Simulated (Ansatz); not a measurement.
The inner images of a band of BrCl3H2OZr (8 atoms, charge 0, multiplicity 1) are given out of order.

All numbers below come from RKS revPBE-D4/def2-SVP in Ansatz.

Image 0:

```xyz
8
Properties=species:S:1:pos:R:3
Zr -0.029 -0.051 0.167
Cl -0.053 -0.175 2.555
Cl 2.069 -0.409 -0.865
Cl -1.304 1.699 -0.786
O -1.007 -1.593 -0.317
H -1.518 -2.360 -0.613
Br 1.692 2.665 1.213
H 1.386 2.133 2.517
```

Image 6:

```xyz
8
Properties=species:S:1:pos:R:3
Zr 0.333 0.535 -0.745
Cl -0.312 -0.497 3.416
Cl 2.002 -0.383 -2.136
Cl -1.301 1.696 -1.987
O -0.483 -0.831 0.276
H -0.692 -1.149 1.180
Br 1.352 2.047 1.019
H 0.337 0.491 2.848
```

Put them in order from the first end to the last, with their energies above the first end.
A.
```xyz
8
Properties=species:S:1:pos:R:3
Zr 0.010 0.074 0.109
Cl -0.172 -0.057 2.522
Cl 2.048 -0.310 -1.035
Cl -1.289 1.777 -0.883
O -0.939 -1.512 -0.274
H -1.364 -2.382 -0.290
Br 1.783 2.504 1.301
H 1.161 1.816 2.422
```
B.
```xyz
8
Properties=species:S:1:pos:R:3
Zr 0.496 0.416 -0.623
Cl -0.971 0.070 3.080
Cl 1.781 -0.121 -2.522
Cl -1.379 1.728 -1.169
O -0.088 -1.183 0.227
H -0.561 -1.401 1.055
Br 1.863 1.665 1.113
H 0.095 0.736 2.710
```
C.
```xyz
8
Properties=species:S:1:pos:R:3
Zr 0.378 0.367 -0.229
Cl -1.012 0.753 2.596
Cl 1.628 0.081 -2.198
Cl -1.362 1.816 -0.894
O -0.208 -1.391 0.166
H -0.586 -2.262 0.353
Br 2.175 1.367 1.318
H 0.223 1.179 2.758
```
D.
```xyz
8
Properties=species:S:1:pos:R:3
Zr 0.080 0.184 0.067
Cl -0.366 0.090 2.515
Cl 2.013 -0.190 -1.258
Cl -1.279 1.793 -0.978
O -0.811 -1.461 -0.187
H -1.215 -2.329 -0.037
Br 1.858 2.258 1.385
H 0.956 1.565 2.364
```
E.
```xyz
8
Properties=species:S:1:pos:R:3
Zr 0.202 0.302 -0.003
Cl -0.448 0.235 2.591
Cl 1.971 -0.110 -1.509
Cl -1.278 1.805 -1.025
O -0.675 -1.379 -0.079
H -1.077 -2.240 0.110
Br 1.871 2.042 1.383
H 0.671 1.256 2.404
```

A (+0.038 eV), D (+0.145 eV), E (+0.241 eV), C (+0.059 eV), B (+0.054 eV).

Time of the run: 5.3 min on 4 threads of Arm Neoverse V2, with other jobs on the host, peak memory 0.24 GiB.
